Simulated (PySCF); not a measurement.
**Broadened absorption spectrum of C7H10Si**

C7H10Si.
Numbering: `[CH3:1][CH:2]([CH3:3])[C:4]#[C:5][C:6]#[C:7][SiH3:8]` (hydrogens: H9, H10, H11 on C1; H12 on C2; H13, H14, H15 on C3; H16, H17, H18 on Si8)

Cartesian coordinates in Å at the GFN2-xTB level; atoms count from 1:
```xyz
18
C7H10Si angstrom
C     -2.627   -1.265   -0.372
C     -2.051    0.009    0.255
C     -2.650    1.260   -0.394
C     -0.609    0.017    0.113
C      0.590    0.017   -0.036
C      1.938    0.015   -0.193
C      3.143    0.008   -0.339
Si     4.970   -0.007   -0.557
H     -3.708   -1.288   -0.246
H     -2.399   -1.298   -1.435
H     -2.203   -2.149    0.099
H     -2.288    0.017    1.328
H     -2.441    1.269   -1.461
H     -3.728    1.274   -0.250
H     -2.228    2.161    0.047
H      5.481   -1.292   -0.070
H      5.267    0.158   -1.983
H      5.535    1.101    0.218
```

Computed, not measured: PySCF 2.14.0, density-fitted response routines, TDDFT PBE0/def2-SVPD, vertical, gas phase, core orbitals frozen in the response.

Each state is given a Gaussian of 0.25 eV full width at half maximum, with ε(max) = 2.175×10⁸ f / Δν̃ (Δν̃ the width in cm⁻¹). The cross-section is σ = 3.8235×10⁻²¹ ε cm², given in Mb (10⁻¹⁸ cm²). The width is an assumption, not a result. The curve ends short of the highest state used, and states not computed would add to its high-energy end.

(λ (nm), σ (Mb)): (200.8, 0.05), (204.4, 0.00), (208.0, 0.00), (211.6, 0.00), (215.1, 0.00), (218.7, 0.00), (222.3, 0.00), (225.8, 0.00), (229.4, 0.00), (233.0, 0.00), (236.6, 0.00), (240.1, 0.00), (243.7, 0.00), (247.3, 0.00), (250.8, 0.02), (254.4, 0.09), (258.0, 0.30), (261.5, 0.64), (265.1, 0.94), (268.7, 0.97), (272.3, 0.71), (275.8, 0.39), (279.4, 0.16), (283.0, 0.05), (286.5, 0.01), (290.1, 0.00), (293.7, 0.00), (297.2, 0.00), (300.8, 0.00), (304.4, 0.00)

**Question.** Locate the maxima and give the states behind the curve.

**Answer.** 267 nm (4.64 eV), ε about 260, made up of S2 (38%) and S3 (62%) (ε in L mol⁻¹ cm⁻¹; maxima over ε = 5, shares over 10%). At its high-energy end, 6.17 eV, the curve is still rising (ε about 11, from S4). The states used: S1 4.45 eV (f 0.0000); S2 4.64 eV (f 0.0009); S3 4.64 eV (f 0.0015); S4 6.60 eV (f 0.397); S5 6.62 eV (f 0.0037); S6 6.77 eV (f 1.818).

**Question.** On this curve, what absorbance would a 10⁻⁵ mol/L sample give at 254 nm over a 1 cm path?

**Answer.** 254 nm is 4.881 eV, where ε is about 20 L mol⁻¹ cm⁻¹, so A = ε c l ≈ 0.0002 (Beer–Lambert, with the gas-phase spectrum and the assumed width).

**Question.** What would ε be at 4.64 eV, the highest of these maxima, with half the width (0.125 eV)?

**Answer.** About 522 L mol⁻¹ cm⁻¹ against 261, a factor of about 2.00; a lone state at its own centre would give exactly 2.

**Question.** Coming from long wavelengths, where does ε first pass 100 L mol⁻¹ cm⁻¹?

**Answer.** At about 276 nm (4.49 eV), 0.05 eV above S1.
